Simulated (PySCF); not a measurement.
Species: C3H11GeNO.
Geometry (PBE0-D3(BJ)/def2-SVP, Å), atoms numbered from 1 in this order:
```
atom  x, y, z in Å
C1    -2.9481   -0.2855    0.0552
C2    -1.5596   -0.5997    0.5857
C3    -0.4653    0.1861   -0.1101
O4     0.7793   -0.1605    0.4329
Ge5    2.2723    0.6413   -0.1452
N6     3.6991   -0.0037    0.7724
H7    -3.7191   -0.8695    0.5790
H8    -3.0316   -0.5167   -1.0191
H9    -3.1977    0.7803    0.1831
H10   -1.3329   -1.6729    0.4726
H11   -1.4980   -0.3857    1.6658
H12   -0.6681    1.2729    0.0048
H13   -0.5013   -0.0224   -1.2009
H14    2.4506    0.3134   -1.6395
H15    2.1424    2.1513    0.1308
H16    3.8800   -0.9944    0.6358
H17    3.6840    0.1899    1.7701
```

Computed with TDDFT B3LYP/def2-SVPD, vertical, gas phase, core orbitals frozen in the response in PySCF 2.14.0, density-fitted response routines. Relativistic effects, spin–orbit coupling among them, are left out although an element past zinc is present.

Transition dipole moments from the ground state, in atomic units and in the frame of the coordinates above (overall signs are arbitrary), for the states with f of 0.002 or more among the lowest 10:

```json
{"state": "S1", "E (hartree)": "0.2382", "μx": "-0.436", "μy": "-0.221", "μz": "0.168"}
{"state": "S4", "E (hartree)": "0.2570", "μx": "0.049", "μy": "-0.320", "μz": "-0.313"}
{"state": "S5", "E (hartree)": "0.2616", "μx": "-0.033", "μy": "0.097", "μz": "-0.125"}
{"state": "S6", "E (hartree)": "0.2692", "μx": "0.415", "μy": "0.057", "μz": "0.002"}
{"state": "S7", "E (hartree)": "0.2725", "μx": "-0.036", "μy": "0.131", "μz": "0.127"}
{"state": "S8", "E (hartree)": "0.2745", "μx": "0.487", "μy": "-0.110", "μz": "0.200"}
{"state": "S10", "E (hartree)": "0.2857", "μx": "-0.339", "μy": "-0.077", "μz": "0.025"}
```

Work out the oscillator strengths.

f = (2/3) ΔE |μ|² with ΔE in hartree (27.2114 eV).

| state | \|μ\|² (au) | \|μ\| (D) | f |
| --- | --- | --- | --- |
| S1 | 0.267 | 1.31 | 0.042 |
| S4 | 0.203 | 1.14 | 0.035 |
| S5 | 0.026 | 0.41 | 0.005 |
| S6 | 0.176 | 1.07 | 0.032 |
| S7 | 0.034 | 0.47 | 0.006 |
| S8 | 0.289 | 1.37 | 0.053 |
| S10 | 0.121 | 0.88 | 0.023 |

What angle do the transition dipoles of S4 and S8 make?

|cos θ| = |μa·μb| / (|μa| |μb|) = 0.02, so θ ≈ 89° (taken between 0 and 90°, since the signs are arbitrary).

What peak molar absorption coefficient would the strongest computed level give as a lone Gaussian band 0.3 eV wide at half height?

ε(max) = 2.175×10⁸ f / FWHM, with the width in cm⁻¹. S8: 2.175×10⁸ × 0.0529 / 2420 ≈ 4800 L mol⁻¹ cm⁻¹.

The vertical ionisation energy (ΔSCF) is 9.63 eV, 1.85 eV above S10.

One conformer stands for the species.

Without π bonds the low states may be Rydberg-like; a valence basis with one diffuse set may place them up to an eV too high.
